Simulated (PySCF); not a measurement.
Input for PySCF: R-M06-2X/def2-TZVPP on Cl2 (SMILES ClCl).

```python
from pyscf import gto, dft

mol = gto.M(
    atom='''
    Cl    0.00000000    0.00000000    1.00675153
    Cl   -0.00000000   -0.00000000   -1.00675153
    ''',
    basis='def2-tzvpp',
    charge=0, spin=0, verbose=4, max_memory=1800)
mf = dft.RKS(mol, xc='m062x').density_fit(auxbasis='def2-universal-jkfit')
mf.grids.level = 4
mf.conv_tol = 1e-9
mf.max_cycle = 150
mf.kernel()
mf.dip_moment()
```

The log:

```
PySCF version 2.14.0

[INPUT] verbose = 4
[INPUT] num. atoms = 2
[INPUT] num. electrons = 34
[INPUT] charge = 0
[INPUT] spin (= nelec alpha-beta = 2S) = 0
[INPUT] symmetry False subgroup None
[INPUT] Mole.unit = angstrom
[INPUT] Symbol           X                Y                Z      unit          X                Y                Z       unit  Magmom
[INPUT]  1 Cl     0.000000000000   0.000000000000   1.006751530000 AA    0.000000000000   0.000000000000   1.902484667187 Bohr   0.0
[INPUT]  2 Cl     0.000000000000   0.000000000000  -1.006751530000 AA    0.000000000000   0.000000000000  -1.902484667187 Bohr   0.0

nuclear repulsion = 75.9533059541911
number of shells = 28
number of NR pGTOs = 126
number of NR cGTOs = 84
basis = def2-tzvpp
ecp = {}


******** <class 'pyscf.df.df_jk.DFRKS'> ********
method = DFRKS
initial guess = minao
damping factor = 0
level_shift factor = 0
DIIS = <class 'pyscf.scf.diis.CDIIS'>
diis_start_cycle = 1
diis_space = 8
diis_damp = 0
SCF conv_tol = 1e-09
SCF conv_tol_grad = None
SCF max_cycles = 150
direct_scf = False
XC library pyscf.dft.libxc version 7.1.2
    S. Lehtola, C. Steigemann, M. J. T. Oliveira, and M. A. L. Marques,  SoftwareX 7, 1–5 (2018)
XC functionals = m062x
    Y. Zhao and D. G. Truhlar,  Theor. Chem. Acc. 120, 215 (2008)
    Y. Zhao and D. G. Truhlar,  Theor. Chem. Acc. 120, 215 (2008)
radial grids:
    Treutler-Ahlrichs [JCP 102, 346 (1995); DOI:10.1063/1.469408] (M4) radial grids

becke partition: Becke, JCP 88, 2547 (1988); DOI:10.1063/1.454033
pruning grids: <function nwchem_prune>
grids dens level: 4
symmetrized grids: False
atomic radii adjust function: <function treutler_atomic_radii_adjust>
small_rho_cutoff = 0
Set gradient conv threshold to 3.16228e-05
Initial guess from minao.
tot grids = 57384
******** <class 'pyscf.df.df.DF'> ********
auxbasis = def2-universal-jkfit
init E= -920.449922096239
  HOMO = -0.340925530205581  LUMO = -0.165729743239798  gap/eV = 4.76732
cycle= 1 E= -920.351486221777  delta_E= 0.0984  |g|= 0.218  |ddm|= 1.27
  HOMO = -0.382011465709294  LUMO = -0.0947864751002037  gap/eV = 7.81579
cycle= 2 E= -920.356066314489  delta_E= -0.00458  |g|= 0.147  |ddm|= 0.175
  HOMO = -0.368877264294155  LUMO = -0.0763048309729299  gap/eV = 7.96130
cycle= 3 E= -920.359601392743  delta_E= -0.00354  |g|= 0.021  |ddm|= 0.0891
  HOMO = -0.3707938565437  LUMO = -0.0765372407003539  gap/eV = 8.00713
cycle= 4 E= -920.35968059795  delta_E= -7.92e-05  |g|= 0.00114  |ddm|= 0.0104
  HOMO = -0.370857272125374  LUMO = -0.0765540323028553  gap/eV = 8.00840
cycle= 5 E= -920.359681188262  delta_E= -5.9e-07  |g|= 0.000242  |ddm|= 0.00137
  HOMO = -0.370815872045676  LUMO = -0.076506044017183  gap/eV = 8.00858
cycle= 6 E= -920.359681198133  delta_E= -9.87e-09  |g|= 5.55e-05  |ddm|= 0.000262
  HOMO = -0.370826127712049  LUMO = -0.0765149123887454  gap/eV = 8.00862
cycle= 7 E= -920.359681198686  delta_E= -5.52e-10  |g|= 3.07e-06  |ddm|= 4.64e-05
  HOMO = -0.37082645607433  LUMO = -0.0765150474852945  gap/eV = 8.00862
Extra cycle  E= -920.359681198689  delta_E= -3.07e-12  |g|= 1.82e-06  |ddm|= 3.42e-06
converged SCF energy = -920.359681198689
Dipole moment(X, Y, Z, Debye): -0.00000, -0.00000, -0.00000
```

Self-consistency was reached.

Cost: roughly 5 core-seconds.
